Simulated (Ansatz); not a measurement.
**Predicting a hybrid from its neighbours: C2H2Cl2Sn**

The species is C2H2Cl2Sn (7 atoms), meant as a singlet with charge 0. SMILES: `C#[C][SnH]([Cl])[Cl]`. The shape is that of a PBE0-D4/def2-TZVP optimisation.

The vertical ionisation energy (to the doublet cation) y, in eV, basis def2-SVP with a core potential; a is the functional's share of exact exchange. Programs: Ansatz 0.2.0.

| functional | program | a | y (eV) |
| --- | --- | --- | --- |
| revPBE | Ansatz | 0 | 10.13 |
| BLYP | Ansatz | 0 | 9.92 |
| B3LYP | Ansatz | 0.2 | 10.58 |
| PBE0 | Ansatz | 0.25 | ? |
| BHLYP | Ansatz | 0.5 | 10.94 |

Problem. Fit y = c + s·a to the known rows and predict PBE0.

Solution. 
1. Means of the 4 rows: a = 0.1750, y = 10.393.
2. Σ(Δa)² = 0.1675, Σ(Δa·Δy) = 0.31125, so the slope is 0.31125/0.1675 = 1.8582.
3. Intercept: 10.393 − (1.8582) × 0.1750 = 10.068. The largest residual of the fit is 0.15.
4. PBE0: 10.068 + (1.8582) × 0.25 = 10.53 eV.

The run gave 10.77 eV, so the prediction is off by -0.24 eV, more than the largest residual. The rows mix families of semi-local functionals, which the line can't see. Spin-orbit coupling is left out.
